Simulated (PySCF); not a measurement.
Two probes of the same atoms: core binding energy and nuclear shielding

Compound: C6H11B.
Geometry (PBE0-D3(BJ)/def2-SVP, Å), atoms numbered from 1 in this order:
```xyz
18
C6H11B angstrom
C      3.3905    0.1781    0.1911
C      2.1165   -0.2284    0.3350
B      1.0049    0.2493   -0.6322
C     -0.4814   -0.2181   -0.5393
C     -1.6402    0.8141   -0.6387
C     -2.4348   -0.0385    0.3675
C     -1.1275   -0.7475    0.7665
H      4.2007   -0.1521    0.8522
H      3.6688    0.8688   -0.6130
H      1.8906   -0.9192    1.1587
H      1.3231    1.0184   -1.5207
H     -0.6128   -0.9677   -1.3472
H     -2.0835    0.9937   -1.6298
H     -1.3540    1.7894   -0.2127
H     -3.1223   -0.7273   -0.1485
H     -2.9974    0.4869    1.1544
H     -0.6697   -0.2918    1.6599
H     -1.1626   -1.8370    0.9205
```

Binding energies: delta-SCF UKS SCAN, pcX-2 on the ionised atom, pcseg-1 elsewhere, spin-free X2C in PySCF 2.14.0. Shieldings: GIAO PBE0/pcSseg-1, non-relativistic, same geometry.

```json
{"atom": "C1", "C 1s (eV)": "290.62"}
{"atom": "C2", "C 1s (eV)": "290.01"}
{"atom": "C4", "C 1s (eV)": "289.68"}
{"atom": "C5", "C 1s (eV)": "290.17"}
{"atom": "C6", "C 1s (eV)": "290.24"}
```

Task: What are the absolute isotropic shieldings of these atoms?

Result: 
```
atom                environment  C 1s (eV)  isotropic shielding (ppm)
  C4  sp3 carbon bound to boron     289.68                      146.1
  C2           alkene CH carbon     290.01                       34.5
  C5  four-membered-ring carbon     290.17                      156.7
  C6  four-membered-ring carbon     290.24                      161.4
  C1       terminal =CH2 carbon     290.62                       21.7
```

Task: Among the listed atoms, is the one with the highest binding energy also the least shielded?

Result: Yes: C1 has both (290.62 eV, 21.7 ppm).

By binding energy: C4 < C2 < C5 < C6 < C1. By shielding: C1 < C2 < C4 < C5 < C6.

Of atoms equivalent by bonding only the ionised one is listed; its partners' own values can differ in this conformer. The structure is a single PBE0-D3(BJ)/def2-SVP conformer in the gas phase; no vibrational or solvent corrections.
